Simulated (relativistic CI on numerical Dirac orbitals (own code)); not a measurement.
## Re7+: N6,7 absorption edge

Computed with this model: Dirac-Coulomb-Breit CI, separate exchange-only KLI orbitals for each configuration, QED by a radiative potential, valence Slater integrals scaled by 0.7, multiplet model of core-to-valence dipole absorption; configurations [Xe] 4f14 → [Xe] 4f13 5d; 10 K; Lorentzian 0.18 eV and Gaussian 0.3 eV FWHM. Energies are those of the free ion, without screening or charge transfer. The branching ratio is the share of the lower-energy edge in the whole absorption, uncertain by about 0.02 where the edges overlap. S is read from ⟨S²⟩ = S(S + 1).

Field parameters in Wybourne normalisation: D4h B²₀ = −7Ds, B⁴₀ = 21(Dq − Dt), B⁴₄ = 21√(5/14) Dq; Oh B⁴₀ = 21Dq, B⁴₄ = √(5/14) B⁴₀; Td as Oh with Dq negative (B⁴₀ = 21Dq, B⁴₄ = √(5/14) B⁴₀). The field is a parameter set, without covalency.

Computed curve for Oh, 10Dq = 29200 cm⁻¹, scaled to 100 at the maximum (points under 2 are left out and the grid is thinned):

| Energy (eV) | Intensity |
| --- | --- |
| 47.6 | 2.0 |
| 47.8 | 7.1 |
| 48.0 | 10.4 |
| 48.2 | 4.9 |
| 48.4 | 2.4 |
| 49.1 | 3.4 |
| 49.3 | 6.7 |
| 49.4 | 6.6 |
| 49.6 | 3.3 |
| 49.8 | 2.2 |
| 50.0 | 3.2 |
| 50.2 | 6.7 |
| 50.4 | 18.9 |
| 50.6 | 50.9 |
| 50.8 | 41.8 |
| 51.0 | 12.5 |
| 51.2 | 4.9 |
| 51.4 | 4.8 |
| 51.6 | 5.9 |
| 51.8 | 4.6 |
| 51.9 | 4.3 |
| 52.1 | 6.4 |
| 52.3 | 14.5 |
| 52.5 | 49.5 |
| 52.7 | 100.0 |
| 52.9 | 56.1 |
| 53.1 | 14.9 |
| 53.3 | 5.9 |
| 53.5 | 3.8 |
| 53.7 | 3.3 |
| 53.9 | 4.1 |
| 54.1 | 8.7 |
| 54.3 | 24.8 |
| 54.4 | 33.5 |
| 54.6 | 47.4 |
| 54.8 | 66.6 |
| 55.0 | 38.4 |
| 55.2 | 11.3 |
| 55.4 | 4.1 |
| 55.6 | 2.2 |

The ground state has S = 0.00, and the centroid lies at 52.66 eV.
